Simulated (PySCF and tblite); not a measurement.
The numbers below are computed, except where a source is named.
System: C₅H₄O₃S, numbered as in [O:1]=[C:2]([OH:3])[c:4]1[cH:5][o:6][c:7]([SH:8])[cH:9]1.

For the rotation about the C2–O3 bond (torsion O1–C2–O3–H from 0° to 180°, rising): electronic barrier 12.48 kcal/mol, zero-point change -1.08 kcal/mol, thermal and entropy terms at 200 K a further 0.01 kcal/mol (symmetry numbers apart). The minimum is Cs, the saddle C1. Geometries: GFN2-xTB; energies: revPBE/pcSseg-1 + D3(BJ); zero-point and thermal terms from GFN2-xTB harmonic modes (soft modes blended into free rotors). Rate constants are transition-state-theory values, counting equivalent paths, without tunnelling. Run with tblite and PySCF.

(1) How many equivalent paths lead out of the minimum?

(2) Work out the rate at 200 K.

Answers

(1) 2: the symmetry number of the minimum is 1, that of the saddle displaced along its mode 1, and the displaced saddle is chiral while the minimum is not, which doubles the count.

(2) ΔG‡ = 11.41 kcal/mol; k_B T/h = 4.2×10¹² s⁻¹; exp(−ΔG‡/RT) = 3.4×10⁻¹³; times 2 gives k = 2.9 s⁻¹.
